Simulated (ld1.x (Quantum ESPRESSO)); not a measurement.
## Reading a pseudo-wave (silver (Ag))

Columns: radius, all-electron u(r) and pseudo u(r) of the 4s shell (level -95.77 eV) of silver in the configuration [Ar] 3d10 4s2 4p6 4d10 5s0.75 5p0.25; BP86, scalar-relativistic, TM scheme, ld1.x (Quantum ESPRESSO) 7.5.

```csv
r (bohr),all-electron,pseudo
0.095,-0.4415,-0.0651
0.190,0.3087,-0.1440
0.285,0.6801,-0.2522
0.380,0.3476,-0.4060
0.475,-0.2249,-0.6130
0.570,-0.7264,-0.8541
0.665,-1.0513,-1.0730
0.760,-1.2023,-1.2032
0.855,-1.2203,-1.2203
0.950,-1.1528,-1.1528
1.045,-1.0389,-1.0389
1.140,-0.9064,-0.9064
1.235,-0.7725,-0.7725
1.330,-0.6471,-0.6471
1.425,-0.5352,-0.5352
1.520,-0.4382,-0.4382
1.615,-0.3560,-0.3560
1.710,-0.2874,-0.2874
1.805,-0.2310,-0.2310
1.900,-0.1848,-0.1848
1.995,-0.1474,-0.1474
2.090,-0.1172,-0.1172
2.185,-0.0930,-0.0930
2.280,-0.0736,-0.0736
2.375,-0.0582,-0.0582
2.470,-0.0460,-0.0460
```

Question: How many radial nodes do the two functions have?

Answer: The all-electron 4s function has n − l − 1 = 3 (the table is too coarse to show those close to the nucleus); the pseudo-wave has 0, since the states of the same l below it are removed with the core.

Question: At about which radius was the pseudo-wave matched?

Answer: 0.85 bohr, where the columns begin to agree (steps of 0.10 bohr).

Question: Where does each function peak?

Answer: Outermost all-electron maximum near 0.85 bohr, pseudo maximum near 0.85 bohr (to the table’s step).

Question: Is the pseudo-wave norm-conserving?

Answer: Yes: the TM scheme keeps the norm inside the radius equal to the all-electron one, which fixes the energy derivative of the logarithmic derivative at the level.
